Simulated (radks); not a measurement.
Q: The table gives one normalised radial function P(r) = r R(r) (large component) of Nd4+ in [Xe] 4f2 (r in bohr). Method: Dirac Kohn-Sham, PBEsol, spin-unpolarised, spherical densities, finite nucleus; open shells fill j = l - 1/2 first; Fermi nuclear charge, rms radius 4.9123 fm; computed with a radial shooting solver on a logarithmic mesh with Libxc functionals.

| r | P |
|---|---|
| 0.0008358 | 0.0010 |
| 0.001106 | 0.0016 |
| 0.001452 | 0.0028 |
| 0.001921 | 0.0047 |
| 0.002521 | 0.0078 |
| 0.003336 | 0.0132 |
| 0.004378 | 0.0218 |
| 0.005793 | 0.0360 |
| 0.007665 | 0.0588 |
| 0.01006 | 0.0928 |
| 0.01331 | 0.1450 |
| 0.01747 | 0.2166 |
| 0.02312 | 0.3130 |
| 0.03035 | 0.4212 |
| 0.04015 | 0.5227 |
| 0.05312 | 0.5642 |
| 0.06973 | 0.4784 |
| 0.09226 | 0.2001 |
| 0.1211 | -0.2365 |
| 0.1602 | -0.6855 |
| 0.2103 | -0.8222 |
| 0.2783 | -0.4037 |
| 0.3682 | 0.4696 |
| 0.4833 | 1.2396 |
| 0.6395 | 1.4269 |
| 0.8394 | 1.0273 |
| 1.111 | 0.4748 |
| 1.458 | 0.1427 |
| 1.929 | 0.0238 |
| 2.552 | 0.0019 |
| 3.35 | 0.0001 |
| 4.432 | 0.0000 |

Which n and l does it have? It may be an empty orbital.

A: n = 4, l = 1: the number of nodes gives n - l - 1 = 2, the rise at small r points to l (this Dirac orbital starts outside the nucleus as r^gamma with gamma = sqrt((l + 1)^2 - (Z/c)^2) = 1.95; the j = 3/2 orbital of l + 1 starts with the same power, but with a smaller coefficient, and then steepens), and the extent must fit the shell. The curve is that of 4p3/2; the two j differ most near the nucleus, where j = l - 1/2 has the larger amplitude, and in heavy atoms j = l - 1/2 is also the more compact. 4p3/2: eigenvalue -270.24 eV, 2 radial nodes at r = 0.105, 0.320 bohr, <r> = 0.648 bohr, 90 % of the charge inside 0.942 bohr.
